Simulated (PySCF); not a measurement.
C₂H₃O, SMILES C(=O)[CH2], multiplicity 2.

Geometry optimised at B3LYP-D3(BJ)/def2-TZVP. The isomer is the one that the SMILES or the coordinates give; other isomers of the formula were not compared.

Level of theory: TDA-ωB97X/def2-SVPD run with PySCF.

Vertical excitations. Gas-phase values at a fixed geometry.

```json
[
 {"state": "root 1", "energy (eV)": "1.54", "λ (nm)": "805", "f": "0.000", "main pairs": "β HOMO→LUMO 94 %"},
 {"state": "root 2", "energy (eV)": "4.98", "λ (nm)": "249", "f": "0.012", "main pairs": "α HOMO→LUMO 28 %, β HOMO−1→LUMO 65 %"},
 {"state": "root 3", "energy (eV)": "5.53", "λ (nm)": "224", "f": "0.000", "main pairs": "α HOMO−1→LUMO 91 %"},
 {"state": "root 4", "energy (eV)": "5.60", "λ (nm)": "221", "f": "0.001", "main pairs": "β HOMO−2→LUMO 94 %"},
 {"state": "root 5", "energy (eV)": "6.24", "λ (nm)": "199", "f": "0.001", "main pairs": "β HOMO→LUMO+2 45 %, β HOMO−3→LUMO 40 %"},
 {"state": "root 6", "energy (eV)": "6.76", "λ (nm)": "183", "f": "0.002", "main pairs": "β HOMO−3→LUMO 52 %, β HOMO→LUMO+2 34 %"},
 {"state": "root 7", "energy (eV)": "6.97", "λ (nm)": "178", "f": "0.272", "main pairs": "α HOMO→LUMO 66 %, β HOMO−1→LUMO 19 %"},
 {"state": "root 8", "energy (eV)": "7.79", "λ (nm)": "159", "f": "0.023", "main pairs": "α HOMO→LUMO+1 80 %, β HOMO−4→LUMO 12 %"},
 {"state": "root 9", "energy (eV)": "8.00", "λ (nm)": "155", "f": "0.016", "main pairs": "β HOMO→LUMO+1 62 %, β HOMO→LUMO+3 23 %"},
 {"state": "root 10", "energy (eV)": "8.00", "λ (nm)": "155", "f": "0.002", "main pairs": "α HOMO→LUMO+1 15 %, β HOMO−4→LUMO 66 %"}
]
```
Unrestricted roots are not spin-pure.
